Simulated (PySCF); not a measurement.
Al(Cl)(Me)(SMe) (C₂H₆AlClS), SMILES C[S][Al]([CH3])[Cl].

Coordinates come from a B3LYP-D3(BJ)/def2-SVP optimisation. The structure was generated by enumeration; whether it is a known compound was not checked. The values are those of a single conformer.

The numbers are results of B3LYP-D3(BJ)/def2-SVP (PySCF), not measurements.

Frequencies are harmonic and unscaled.

A small imaginary wavenumber (i) marks a very flat motion, where grid noise or a shallow saddle decides the sign.

Estimate the vibrational spectrum. (Estimate from the structure and the level; the computed values follow.)


```tsv
mode	ν (cm⁻¹)	IR (km/mol)	Raman (Å⁴/amu)	depolarisation	moving atoms (share of kinetic energy)
1	29i	0.3	0.1	0.75	H 94 %
2	51	0.2	0.1	0.75	H 75 %, S 9 %, C 8 %
3	80	0.5	0.2	0.75	H 48 %, C 30 %, S 15 %
4	117	2.3	0.8	0.63	C 37 %, Cl 22 %, H 15 %, Al 15 %, S 11 %
5	158	5.3	2.4	0.69	C 42 %, H 24 %, Cl 18 %, S 11 %
6	179	14.5	0.4	0.75	Al 65 %, H 17 %
7	206	1.0	4.6	0.56	C 31 %, S 23 %, Cl 21 %, H 16 %, Al 9 %
8	415	11.4	21.4	0.09	S 34 %, C 25 %, Cl 24 %, Al 9 %
9	555	88.8	2.2	0.71	Al 51 %, Cl 19 %, S 14 %, H 13 %
10	652	30.8	1.4	0.75	H 77 %, C 18 %
11	679	70.7	3.4	0.72	Al 38 %, C 38 %, H 13 %
12	698	16.3	12.8	0.25	C 53 %, S 26 %, Al 12 %, H 9 %
13	706	137.0	0.8	0.31	H 65 %, C 19 %, Al 15 %
14	960	5.1	2.2	0.75	H 84 %, C 14 %
15	972	5.4	4.1	0.74	H 82 %, C 15 %
16	1217	18.9	1.6	0.03	H 80 %, C 20 %
17	1338	13.1	4.3	0.74	H 87 %, C 12 %
18	1425	0.5	7.9	0.74	H 96 %
19	1428	6.1	11.8	0.75	H 95 %
20	1454	1.4	10.4	0.75	H 95 %
21	1463	5.3	21.2	0.70	H 95 %
22	3023	1.6	119.9	0.00	H 97 %
23	3052	23.2	159.5	0.03	H 98 %
24	3106	3.3	73.1	0.75	H 91 %, C 9 %
25	3126	3.6	108.1	0.70	H 91 %, C 9 %
26	3154	3.1	108.3	0.75	H 90 %, C 10 %
27	3157	3.0	52.5	0.65	H 90 %, C 10 %
```
